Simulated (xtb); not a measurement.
Sn(H)2(SMe)2 (C2H8S2Sn), SMILES C[S][SnH2][S]C. All values are semi-empirical tight-binding results from xtb (GFN2-xTB unless named), good for trends rather than for accurate numbers. Coordinates come from a GFN2-xTB optimisation. Other conformers were not sampled.

For metal compounds this method's bond lengths and energies can be far off.

```json
{
  "orbital_gap": "2.48 eV",
  "zero_point_energy": "54.4 kcal/mol",
  "G − E(el) at 298.15 K (modified RRHO)": "30.8 kcal/mol"
}
```
